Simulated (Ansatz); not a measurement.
Ansatz results at the PBE0-D4/def2-TZVP geometry: size of the dipole moment (ωB97M-V/def2-TZVPP) 1.62 D; LUMO energy (ωB97M-V/def2-TZVPP) 0.90 eV; HOMO energy (ωB97M-V/def2-TZVPP) -10.63 eV.

**Question.** Which molecule gave them?
A. `FC([SiH3])(Cl)Br`
B. `FC1(F)C=C1`
C. `C=N[SiH2][GeH3]`
D. `CO/C(F)=C/F`

**Answer.** A. The others give `FC1(F)C=C1`: 2.93, 1.46, -10.94; `CO/C(F)=C/F`: 2.66, 2.75, -9.24; `C=N[SiH2][GeH3]`: 1.54, 1.09, -9.64.
